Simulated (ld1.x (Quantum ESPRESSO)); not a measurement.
Building the TM potential for Cs (Z = 55) (PBE, scalar-relativistic).

The input file (ld1.x (Quantum ESPRESSO) 7.5):

```
&input
   title='Cs', zed=55., rel=1, dft='PBE', iswitch=3,
   config='[Xe] 5d0 6s1 6p0',
   nld=3, rlderiv=4.55, eminld=-2.0, emaxld=5.0, deld=0.02
 /
 &inputp
   pseudotype=2, tm=.true., lloc=0,
   nlcc=.true., new_core_ps=.true., rcore=1.30,
   file_pseudopw='Cs.UPF', file_wfcaegen='ae.wfc', file_wfcncgen='nc.wfc', file_beta='beta', file_chi='chi'
 /
3
6P  2  1   0.00   0.00  3.90  3.90  0.0
5D  3  2   0.00   0.00  4.20  4.20  0.0
6S  1  0   1.00   0.00  2.05  2.05  0.0
 &test
   configts(1)='5d0 6s1 6p0'
 /
```

Command:

```bash
ld1.x < Cs.in > Cs.out
```

The program printed (shortened: banner, matrices, multipoles, cross overlaps and the repeated all-electron block are left out):

```
[... start of the log left out ...]
     s(5P/5P) =  1.000000  <r> =   2.0872  <r2> =    4.9775  r(max) =   1.7863
     s(4D/4D) =  1.000000  <r> =   0.8366  <r2> =    0.8151  r(max) =   0.7172
     s(5D/5D) =  1.000000  <r> =   6.2222  <r2> =   50.4685  r(max) =   3.5084
     s(6S/6S) =  1.000000  <r> =   5.6889  <r2> =   36.9488  r(max) =   4.7954
     s(6P/6P) =  1.000000  <r> =   8.0986  <r2> =   75.1784  r(max) =   6.7205

     ------------------------ End of All-electron run ------------------------

     --------------------- Generating NC pseudopotential ---------------------

      Generating local pot.: lloc=0, matching radius rcloc =   2.0500

      Computing core charge for nlcc:

       r > 1.31 : true rho core
      Core charge pseudized with two Bessel functions
      Integrated core pseudo-charge :  21.37

      Wfc   6P  rcut= 3.926  Using Troullier-Martins method

      Wfc   5D  rcut= 4.232  Using Troullier-Martins method

       Warning: n=1, l=0 expected 0 nodes, found *
       Setting wfc to zero for this iteration
       (This warning will only be printed once per wavefunction)

     ------------------- End of pseudopotential generation -------------------

     Computing logarithmic derivative in   4.53324

 %%%%%%%%%%%%%%%%%%%%%%%%%%%%%%%%%%%%%%%%%%%%%%%%%%%%%%%%%%%%%%%%%%%%%%%%%%%%%%
     Error in routine run_pseudo (1):
     Errors in PS-KS equation
 %%%%%%%%%%%%%%%%%%%%%%%%%%%%%%%%%%%%%%%%%%%%%%%%%%%%%%%%%%%%%%%%%%%%%%%%%%%%%%

     stopping ...
```

The run stopped because the pseudo-atom solver did not find the valence states with the expected number of nodes, which is the usual sign of a ghost state.

The run took about 0.45 s on one core of a shared server CPU.
